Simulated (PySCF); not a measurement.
# EPR parameters of CH6NSi4

Compound: CH₆NSi₄ (doublet state).
Numbering: `[N:1]#[C:2][SiH:3]1[SiH2:4][SiH:5][SiH2:6]1` (hydrogens: H7 on Si3; H8, H9 on Si4; H10 on Si5; H11, H12 on Si6)

Computed with UKS B3LYP, pcH-1 on C H N Si, non-relativistic, mean-field spin-orbit, GIAO (PySCF 2.14.0). Geometry: GFN2-xTB, one conformer, isolated molecule. The geometry wasn't refined by DFT: couplings that depend on bond lengths, twists or pyramidal angles can differ widely from those at the functional's own minimum, by a factor of two or more for some ions and for spin on atoms past the first row. Stability of the SCF solution: not tested.

```
g1, g2, g3                      : 2.00283, 2.00566, 2.00679
g_iso                           : 2.00509
Form of g                       : rhombic: the two nearest values differ by 28 % of g3 − g1
⟨S²⟩                            : 0.7534 (exact 0.7500)
α and β electrons               : 38, 37
HOMO–LUMO gap, α and β orbitals : 4.63, 3.96 eV
```

Isotropic coupling and dipolar principal values T1 to T3, in MHz; ρ(0) is the spin density at the nucleus:

| atom | isotope | a_iso | of which spin–orbit | T1 | T2 | T3 | Mulliken spin population | ρ(0) (bohr⁻³) |
| --- | --- | --- | --- | --- | --- | --- | --- | --- |
| N1 | 14N | 0.1 | 0.0 | -0.3 | -0.1 | 0.5 | 0.00 | 0.0003 |
| C2 | 13C | 10.0 | 0.0 | -0.6 | -0.5 | 1.1 | 0.00 | 0.0089 |
| Si3 | 29Si | -14.1 | 0.0 | -2.2 | 0.9 | 1.3 | 0.00 | 0.0159 |
| Si4 | 29Si | 5.5 | 0.0 | -4.7 | 1.0 | 3.7 | 0.00 | -0.0062 |
| Si5 | 29Si | -277.8 | 0.9 | -168.2 | 83.5 | 84.8 | 0.93 | 0.3136 |
| Si6 | 29Si | 5.1 | 0.0 | -4.8 | 1.0 | 3.8 | 0.00 | -0.0058 |
| H7 | 1H | -4.5 | 0.0 | -0.8 | -0.7 | 1.4 | 0.00 | -0.0010 |
| H8 | 1H | 53.3 | 0.0 | -2.1 | -0.5 | 2.6 | 0.03 | 0.0119 |
| H9 | 1H | 27.8 | 0.0 | -2.2 | -1.1 | 3.4 | 0.01 | 0.0062 |
| H10 | 1H | -11.9 | 0.0 | -9.9 | 2.3 | 7.6 | -0.02 | -0.0027 |
| H11 | 1H | 27.3 | 0.0 | -2.2 | -1.1 | 3.4 | 0.01 | 0.0061 |
| H12 | 1H | 53.7 | 0.0 | -2.1 | -0.5 | 2.6 | 0.03 | 0.0120 |

The largest Mulliken spin population is on Si5 (+0.93). The angles at Si5 add up to 342.4°, so it is pyramidal.

Under fast tumbling the dipolar parts average out, and these isotropic splittings remain: 2 × 1H (H8/H12, I = 1/2, 3 lines) with 1.91 mT, 2 × 1H (H9/H11, I = 1/2, 3 lines) with 0.98 mT, 1 × 1H (H10, I = 1/2, 2 lines) with 0.42 mT and 1 × 1H (H7, I = 1/2, 2 lines) with 0.16 mT.

Means are taken over nuclei equivalent by connectivity, which assumes that they swap fast.

The 29Si coupling of Si5 (-277.8 MHz) shows only in satellite lines or after enrichment, since that isotope makes up about 4.7 % of natural silicon.

The 13C coupling of C2 (10.0 MHz) shows only in satellite lines or after enrichment, since that isotope makes up about 1.07 % of natural carbon.

Examples of negative spin density at the nucleus (bohr⁻³): Si4/Si6 (-0.0060), H10 (-0.0027) and H7 (-0.0010).
